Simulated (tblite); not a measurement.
A geometry optimisation, step by step.

C4H14O2Si3.
Atom-mapped SMILES: `[SiH3:1][O:2][SiH2:3][O:4][SiH2:5][CH:6]1[CH2:7][CH2:8][CH2:9]1` (hydrogens: H10, H11, H12 on Si1; H13, H14 on Si3; H15, H16 on Si5; H17 on C6; H18, H19 on C7; H20, H21 on C8; H22, H23 on C9)

Computed with GFN2-xTB (tblite), gas phase: L-BFGS steps from a force-field or distance-geometry start until the largest atomic force falls under 0.01 eV/Å. 8 of its 114 geometries are shown.

Step 0: E = -793.5865 eV, largest atomic force 3.353 eV/Å
```
atom  x, y, z in Å  |  force x, y, z in eV/Å
Si1     4.191    0.371    0.214   -1.042  -0.223  -0.960
O2      2.904   -0.464   -0.585    1.024  -0.888   3.067
Si3     2.240   -1.696    0.437   -1.253   0.309  -1.296
O4      0.518   -1.753    0.202    2.452   1.898   0.095
Si5     0.042   -0.145   -0.090    0.604  -1.407  -0.218
C6     -1.725    0.015   -0.652    1.641  -0.367   0.831
C7     -2.764   -0.447    0.357   -1.087  -1.006  -0.483
C8     -3.565    0.755   -0.117   -0.635   0.427   0.501
C9     -2.208    1.417   -0.309   -0.334   0.792  -1.119
H10     4.596   -0.444    1.353    0.179   0.133   0.067
H11     5.301    0.465   -0.716   -0.024  -0.060  -0.247
H12     3.753    1.722    0.630   -0.087  -0.387  -0.120
H13     2.567   -1.440    1.858   -0.470  -0.011  -0.464
H14     2.816   -2.971    0.016   -0.286   0.231  -0.112
H15     0.174    0.610    1.153    0.108  -0.024   0.208
H16     0.942    0.376   -1.110   -0.332   0.282  -0.121
H17    -1.925   -0.304   -1.678   -0.168   0.188   0.316
H18    -3.227   -1.430    0.140    0.345   0.321   0.685
H19    -2.451   -0.264    1.407   -0.160  -0.686  -0.745
H20    -4.221    1.217    0.628   -0.323  -0.076  -0.464
H21    -4.033    0.537   -1.113    0.082   0.422   1.095
H22    -2.165    2.149   -1.135    0.284   0.059   0.709
H23    -1.764    1.751    0.667   -0.517   0.072  -1.228
```

Step 16: E = -795.3774 eV, largest atomic force 0.290 eV/Å
```
atom  x, y, z in Å  |  force x, y, z in eV/Å
Si1     4.433    0.376    0.316   -0.203  -0.035  -0.171
O2      3.421   -0.854    0.027   -0.059  -0.169   0.163
Si3     2.288   -1.891    0.520    0.052  -0.083  -0.064
O4      0.853   -1.412   -0.061   -0.036   0.017   0.110
Si5     0.158    0.056   -0.114   -0.136   0.009   0.085
C6     -1.688    0.020   -0.512   -0.120   0.089  -0.190
C7     -2.879   -0.502    0.320    0.010   0.024   0.052
C8     -3.653    0.775   -0.038   -0.065  -0.058  -0.059
C9     -2.326    1.418   -0.449   -0.136   0.111   0.059
H10     5.197    0.026    1.511    0.091   0.070  -0.024
H11     5.144    0.408   -0.949    0.281   0.056  -0.044
H12     3.643    1.591    0.486   -0.024   0.095   0.121
H13     2.272   -1.883    1.985   -0.064  -0.067  -0.171
H14     2.557   -3.127   -0.187   -0.014  -0.066   0.048
H15     0.390    0.656    1.197   -0.029   0.175   0.073
H16     0.774    0.814   -1.211    0.057   0.006   0.110
H17    -1.813   -0.353   -1.526   -0.010  -0.108  -0.200
H18    -3.334   -1.434   -0.019    0.124  -0.005   0.101
H19    -2.666   -0.556    1.381    0.061  -0.094   0.109
H20    -4.227    1.265    0.752    0.151  -0.085  -0.044
H21    -4.306    0.618   -0.891   -0.108  -0.016  -0.089
H22    -2.303    2.012   -1.361   -0.043   0.005   0.050
H23    -1.941    2.005    0.378    0.220   0.130  -0.025
```

Step 32: E = -795.5335 eV, largest atomic force 0.183 eV/Å
```
atom  x, y, z in Å  |  force x, y, z in eV/Å
Si1     4.445    0.330    0.307   -0.067   0.119  -0.122
O2      3.547   -1.022    0.270    0.053  -0.018   0.104
Si3     2.263   -1.963    0.542   -0.085   0.015  -0.086
O4      0.896   -1.250    0.047   -0.114   0.081  -0.004
Si5     0.141    0.184   -0.054   -0.044   0.092   0.024
C6     -1.675    0.065   -0.597    0.038   0.047  -0.020
C7     -2.795   -0.506    0.303   -0.003   0.030  -0.016
C8     -3.650    0.735    0.004    0.065   0.036  -0.043
C9     -2.398    1.427   -0.546    0.026   0.082  -0.008
H10     5.403    0.229    1.410   -0.102  -0.061   0.050
H11     5.172    0.387   -0.963   -0.078  -0.078  -0.001
H12     3.528    1.465    0.447    0.068  -0.024   0.048
H13     2.102   -2.220    1.960    0.089   0.038   0.137
H14     2.411   -3.124   -0.307    0.049  -0.086  -0.125
H15     0.190    0.834    1.262    0.030  -0.030   0.018
H16     0.864    0.981   -1.053   -0.008   0.005   0.025
H17    -1.748   -0.357   -1.601   -0.059  -0.023  -0.001
H18    -3.229   -1.459    0.001    0.106   0.006   0.029
H19    -2.495   -0.560    1.348   -0.040  -0.036  -0.013
H20    -4.142    1.213    0.855    0.083  -0.061  -0.080
H21    -4.390    0.564   -0.779    0.022  -0.066   0.088
H22    -2.496    1.973   -1.482   -0.055  -0.080  -0.054
H23    -1.950    2.101    0.181    0.026   0.013   0.051
```

Step 48: E = -795.5971 eV, largest atomic force 0.123 eV/Å
```
atom  x, y, z in Å  |  force x, y, z in eV/Å
Si1     4.381    0.281    0.313   -0.070  -0.020  -0.042
O2      3.543   -1.099    0.462   -0.014   0.022   0.013
Si3     2.200   -1.993    0.545   -0.027   0.104  -0.059
O4      0.897   -1.117    0.147   -0.072  -0.017  -0.007
Si5     0.159    0.321    0.002    0.054   0.094   0.046
C6     -1.612    0.133   -0.642    0.039  -0.028   0.025
C7     -2.661   -0.501    0.296   -0.050   0.021   0.013
C8     -3.597    0.687    0.035   -0.013   0.038  -0.017
C9     -2.440    1.436   -0.642   -0.003  -0.059   0.005
H10     5.361    0.254    1.397    0.013  -0.026  -0.003
H11     4.988    0.223   -1.015    0.038   0.012  -0.001
H12     3.477    1.424    0.436    0.000   0.003   0.014
H13     2.083   -2.404    1.934   -0.048  -0.028   0.025
H14     2.285   -3.017   -0.482    0.029  -0.031  -0.007
H15     0.107    0.920    1.339    0.026   0.007   0.040
H16     0.938    1.163   -0.910    0.017  -0.005  -0.035
H17    -1.653   -0.345   -1.621    0.031   0.022  -0.018
H18    -3.033   -1.479   -0.004   -0.006   0.002   0.025
H19    -2.329   -0.552    1.332   -0.017  -0.027  -0.004
H20    -4.026    1.167    0.912    0.032  -0.011   0.033
H21    -4.408    0.450   -0.654    0.043  -0.025  -0.008
H22    -2.660    1.865   -1.619    0.045  -0.002   0.052
H23    -2.007    2.209   -0.004   -0.049  -0.047  -0.089
```

Step 65: E = -795.6150 eV, largest atomic force 0.021 eV/Å
```
atom  x, y, z in Å  |  force x, y, z in eV/Å
Si1     4.342    0.266    0.309   -0.009  -0.004  -0.002
O2      3.481   -1.089    0.524    0.010   0.000   0.005
Si3     2.136   -1.984    0.527    0.007   0.016  -0.012
O4      0.849   -1.073    0.169    0.000   0.000   0.004
Si5     0.184    0.402    0.053    0.008   0.006   0.001
C6     -1.566    0.157   -0.621    0.002  -0.003   0.008
C7     -2.608   -0.507    0.304   -0.008  -0.001   0.006
C8     -3.570    0.661    0.047    0.001  -0.002  -0.010
C9     -2.451    1.417   -0.682    0.002  -0.003   0.003
H10     5.350    0.225    1.366    0.007  -0.009   0.004
H11     4.934    0.184   -1.026   -0.004  -0.005   0.000
H12     3.464    1.429    0.433    0.008   0.003   0.011
H13     1.978   -2.481    1.886   -0.005   0.002   0.003
H14     2.241   -2.959   -0.546    0.004   0.004  -0.007
H15     0.157    0.990    1.397   -0.001   0.005  -0.005
H16     0.977    1.229   -0.863    0.002  -0.005  -0.001
H17    -1.542   -0.345   -1.591   -0.011   0.004   0.000
H18    -2.959   -1.486   -0.016   -0.009  -0.002   0.007
H19    -2.287   -0.577    1.342    0.004  -0.004   0.002
H20    -3.966    1.150    0.936    0.007  -0.007  -0.013
H21    -4.401    0.394   -0.604   -0.005   0.007   0.003
H22    -2.694    1.774   -1.681   -0.011   0.001   0.002
H23    -2.052    2.250   -0.106    0.003  -0.005  -0.006
```

Step 81: E = -795.6167 eV, largest atomic force 0.040 eV/Å
```
atom  x, y, z in Å  |  force x, y, z in eV/Å
Si1     4.359    0.252    0.326   -0.005   0.007   0.013
O2      3.489   -1.092    0.572    0.001   0.003  -0.001
Si3     2.136   -1.972    0.519    0.013   0.010   0.010
O4      0.860   -1.043    0.174   -0.011  -0.016  -0.006
Si5     0.180    0.423    0.045    0.031   0.013   0.010
C6     -1.571    0.150   -0.621    0.016   0.035  -0.009
C7     -2.611   -0.510    0.312    0.004   0.015  -0.012
C8     -3.573    0.658    0.054   -0.011   0.000  -0.003
C9     -2.461    1.405   -0.695   -0.029   0.008   0.003
H10     5.395    0.195    1.355    0.005  -0.012  -0.014
H11     4.905    0.169   -1.029    0.000   0.004   0.012
H12     3.498    1.424    0.484    0.007   0.003  -0.001
H13     1.949   -2.500    1.861    0.004  -0.017   0.000
H14     2.256   -2.913   -0.584   -0.005  -0.002   0.004
H15     0.152    1.030    1.380   -0.006  -0.007  -0.010
H16     0.978    1.238   -0.878   -0.031  -0.006   0.000
H17    -1.542   -0.359   -1.586   -0.017  -0.008   0.003
H18    -2.967   -1.488   -0.008    0.008   0.003   0.020
H19    -2.286   -0.579    1.349   -0.001  -0.010  -0.012
H20    -3.959    1.154    0.943    0.023   0.006  -0.004
H21    -4.414    0.389   -0.583    0.003  -0.005  -0.010
H22    -2.715    1.745   -1.698   -0.001  -0.011   0.015
H23    -2.062    2.252   -0.138    0.001  -0.014  -0.007
```

Step 97: E = -795.6188 eV, largest atomic force 0.014 eV/Å
```
atom  x, y, z in Å  |  force x, y, z in eV/Å
Si1     4.381    0.239    0.360    0.003   0.002   0.003
O2      3.480   -1.076    0.642    0.001   0.000  -0.006
Si3     2.132   -1.957    0.512    0.001   0.000   0.003
O4      0.860   -1.015    0.188   -0.008  -0.009  -0.007
Si5     0.172    0.444    0.028    0.014  -0.002   0.002
C6     -1.578    0.149   -0.629    0.006  -0.004   0.000
C7     -2.603   -0.507    0.322   -0.007   0.004   0.003
C8     -3.575    0.652    0.064   -0.005   0.010   0.000
C9     -2.483    1.393   -0.718    0.002   0.005  -0.008
H10     5.468    0.118    1.329   -0.002   0.005   0.000
H11     4.861    0.167   -1.020   -0.003   0.004  -0.001
H12     3.568    1.437    0.573    0.005  -0.003   0.007
H13     1.925   -2.554    1.822   -0.002   0.002  -0.002
H14     2.275   -2.846   -0.630   -0.001  -0.003   0.000
H15     0.144    1.071    1.353   -0.003   0.003  -0.002
H16     0.952    1.250   -0.917    0.008  -0.001   0.001
H17    -1.551   -0.378   -1.585   -0.001  -0.006  -0.007
H18    -2.958   -1.490    0.017    0.006  -0.003   0.007
H19    -2.266   -0.565    1.355   -0.001  -0.009   0.003
H20    -3.940    1.163    0.953   -0.001   0.004   0.007
H21    -4.429    0.372   -0.550   -0.003  -0.006  -0.001
H22    -2.755    1.703   -1.725   -0.008   0.001  -0.011
H23    -2.083    2.256   -0.190   -0.002   0.007   0.010
```

Step 113: E = -795.6195 eV, largest atomic force 0.009 eV/Å
```
atom  x, y, z in Å  |  force x, y, z in eV/Å
Si1     4.391    0.246    0.374    0.001  -0.002  -0.006
O2      3.469   -1.060    0.635    0.002  -0.004  -0.002
Si3     2.132   -1.956    0.505   -0.001  -0.004   0.004
O4      0.848   -1.032    0.173    0.004   0.001  -0.004
Si5     0.172    0.433    0.012   -0.003  -0.003   0.000
C6     -1.585    0.146   -0.632    0.000   0.002  -0.002
C7     -2.607   -0.502    0.329    0.005   0.002   0.002
C8     -3.580    0.655    0.066    0.002   0.002   0.000
C9     -2.488    1.392   -0.721    0.001  -0.001  -0.005
H10     5.490    0.087    1.324   -0.003  -0.001   0.001
H11     4.852    0.196   -1.014   -0.003   0.006   0.001
H12     3.603    1.452    0.627   -0.006  -0.004   0.005
H13     1.926   -2.550    1.817   -0.001   0.001   0.001
H14     2.286   -2.850   -0.632    0.002   0.004   0.002
H15     0.148    1.069    1.333    0.003   0.000   0.001
H16     0.961    1.228   -0.935   -0.005   0.002  -0.003
H17    -1.570   -0.387   -1.585    0.004   0.001   0.001
H18    -2.961   -1.489    0.037    0.000   0.002   0.004
H19    -2.265   -0.550    1.361    0.002  -0.003   0.005
H20    -3.946    1.171    0.952    0.000  -0.001   0.003
H21    -4.433    0.368   -0.546    0.001   0.004  -0.003
H22    -2.763    1.701   -1.728   -0.002   0.003  -0.004
H23    -2.085    2.255   -0.195   -0.002  -0.006  -0.001
```

Task: Summarise the path.

Result: The energy falls by 2.0330 eV from step 0 to step 113; nine tenths of that is first reached at step 18. It falls at every step. The largest force goes from 3.353 to 0.009 eV/Å. Among the bonds Si3–O4 changes most, from 1.738 to 1.616 Å; the atoms move by 0.711 Å rms after alignment.

Task: Follow the three bonds and two angles with the largest change from start to end.

Result: 
```
step  E above end (eV)  largest force (eV/Å)  Si3–O4 (Å)  O2–Si3 (Å)  Si1–O2 (Å)  Si3–O4–Si5 (°)  Si1–O2–Si3 (°)
   0            2.0330                 3.353       1.738       1.733       1.731           105.6           110.9
   5            0.8847                 0.883       1.624       1.618       1.632           114.7           124.5
  10            0.5352                 0.620       1.613       1.616       1.622           122.7           134.2
  15            0.2622                 0.321       1.624       1.614       1.620           130.2           148.5
  20            0.1727                 0.216       1.623       1.613       1.619           135.0           156.0
  25            0.1415                 0.209       1.621       1.616       1.623           136.7           156.7
  29            0.1154                 0.282       1.628       1.619       1.627           139.3           157.5
  34            0.0734                 0.181       1.618       1.615       1.621           144.6           156.9
  39            0.0489                 0.137       1.622       1.617       1.621           145.7           156.6
  44            0.0322                 0.116       1.621       1.615       1.618           148.3           155.0
  49            0.0201                 0.113       1.617       1.614       1.619           150.2           154.8
  54            0.0105                 0.070       1.619       1.615       1.620           149.0           154.8
  59            0.0058                 0.048       1.617       1.615       1.619           148.4           155.5
  64            0.0046                 0.021       1.617       1.615       1.620           148.7           155.0
  69            0.0043                 0.017       1.617       1.615       1.619           148.7           154.6
  74            0.0039                 0.022       1.617       1.615       1.620           149.2           154.1
  79            0.0032                 0.025       1.616       1.615       1.619           149.9           153.9
  84            0.0020                 0.025       1.616       1.615       1.620           150.7           153.1
  88            0.0015                 0.024       1.616       1.615       1.619           151.0           153.1
  93            0.0009                 0.014       1.616       1.615       1.619           151.5           153.2
  98            0.0006                 0.015       1.616       1.616       1.620           151.3           153.4
 103            0.0003                 0.020       1.616       1.615       1.619           150.8           154.1
 108            0.0001                 0.011       1.616       1.615       1.619           150.4           154.8
 113            0.0000                 0.009       1.616       1.615       1.619           150.2           154.9
```

What follows is the cost of the whole relaxation. On AMD EPYC, one thread, no GPU, on a shared host, this took 6.1 s wall, 5.0 s CPU.
